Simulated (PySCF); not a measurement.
Species: C4H9Al.
Bonds: C1–Al2, Al2–C3, C3–C4, C4–C5, C3–C5. Hydrogens: H6, H7, H8 on C1; H9 on Al2; H10 on C3; H11, H12 on C4; H13, H14 on C5.

The calculation used PBE0-D3(BJ)/def2-SVP geometry optimisation, gas phase (PySCF).

(1) List the bond lengths, angles and torsions at this level.

## Answers

(1) 
```tsv
bond	length (Å)	order
C1–Al2	1.958	single
Al2–C3	1.940	single
C3–C4, C3–C5	1.523	single
C4–C5	1.484	single
C1–H6, C1–H7, C1–H8	1.103	single
Al2–H9	1.599	single
C3–H10	1.097	single
C4–H11, C5–H13	1.095	single
C4–H12, C5–H14	1.094	single
```

Bonds in one row agree within 0.01 Å and their mean is given. Orders are formal, as drawn. A selection of angles:
```tsv
angle	degrees
Al2–C1–H6	113.1
Al2–C1–H7	110.4
Al2–C1–H8	111.6
H6–C1–H7	107.1
H7–C1–H8	106.2
C1–Al2–C3	122.7
C1–Al2–H9	121.5
C3–Al2–H9	115.8
Al2–C3–C4	119.8
Al2–C3–H10	118.3
C4–C3–C5	58.3
C4–C3–H10	113.4
C3–C4–C5	60.8
C3–C4–H11	118.8
C3–C4–H12	117.3
C5–C4–H11	118.4
C5–C4–H12	118.2
H11–C4–H12	113.6
```

Dihedral angles: C1–Al2–C3–C4 -146° (anticlinal); Al2–C3–C4–C5 -109° (anticlinal); Al2–C3–C5–C4 109° (anticlinal). The mirror-image conformer, all signs reversed, is as good.

The 3 C–C bonds span 1.484 Å (C4–C5, drawn single) to 1.523 Å (C3–C4, drawn single), a spread of 0.039 Å. The 3-membered ring C3–C4–C5 has internal angles of 58.3° to 60.9°. Al2 (aluminium bonded to 2 C and H) is planar (angles 122.7°, 121.5° and 115.8°, sum 360.0°, 0.01 Å off the plane of its three neighbours).

No frequency check. One conformer, not necessarily the lowest.
